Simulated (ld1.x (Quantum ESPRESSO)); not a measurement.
# Cu (Z = 29): excitation energies, all-electron against ultrasoft

Cu, ultrasoft, made with ld1.x (Quantum ESPRESSO) 7.5 (PW91, scalar-relativistic). Core [Ar], reference 3d10 4s0.5 4p0 (charge +0.5). Waves: 4s (bound): rcut 1.60, rcutus 2.05 bohr; 4s channel at -0.1 Ry: rcut 1.60, rcutus 2.05 bohr; 4p (bound, empty): rcut 3.15, rcutus 3.35 bohr; 4p channel at 0.15 Ry: rcut 3.15, rcutus 3.35 bohr; 3d (bound): rcut 1.10, rcutus 1.35 bohr; 3d channel at -0.25 Ry: rcut 1.10, rcutus 1.35 bohr. Local part: all-electron potential smoothed inside 2.85 bohr (lloc = -1). Core correction: none. Augmentation charge: PSQ, radius 1.15 bohr.

Energies are relative to the spin-unpolarised reference configuration 3d10 4s0.5 4p0; without spin polarisation the order of configurations can differ from experiment. The frozen-core shift is the all-electron ΔE with the core orbitals held at their reference shape minus the fully relaxed ΔE.

```json
{"valence configuration": "3d10 4s1 4p0", "charge": "0", "ΔE all-electron (eV)": "-3.189", "error AE − PS (meV)": "+1.7", "frozen-core shift (meV)": "+0.4"}
{"valence configuration": "3d9 4s0 4p0", "charge": "+2", "ΔE all-electron (eV)": "26.447", "error AE − PS (meV)": "-6.0", "frozen-core shift (meV)": "+63"}
{"valence configuration": "3d9 4s1 4p1", "charge": "0", "ΔE all-electron (eV)": "3.670", "error AE − PS (meV)": "-56", "frozen-core shift (meV)": "+69"}
{"valence configuration": "3d10 4s0 4p1", "charge": "0", "ΔE all-electron (eV)": "0.980", "error AE − PS (meV)": "+0.9", "frozen-core shift (meV)": "+0.2"}
{"valence configuration": "3d9 4s1 4p0", "charge": "+1", "ΔE all-electron (eV)": "8.480", "error AE − PS (meV)": "-57", "frozen-core shift (meV)": "+62"}
{"valence configuration": "3d7 4s0 4p0", "charge": "+4", "ΔE all-electron (eV)": "125.418", "error AE − PS (meV)": "-1567", "frozen-core shift (meV)": "+1778"}
```

Task: What are ΔE and the potential's error for 3d10 4s0 4p0?

Result: ΔE = 5.014 eV all-electron; the error (AE − PS) is +3.8 meV.

Levels in the configuration 3d9 4s1 4p1:

```csv
level,all-electron (eV),pseudo (eV)
3d,-11.662,-11.796
4s,-7.206,-7.195
4p,-2.137,-2.138
```

Note: ghost state, extra bound levels that the all-electron valence spectrum of the same l lacks: s at -938.5 eV. A true bound ghost makes a file unfit for plane-wave use.
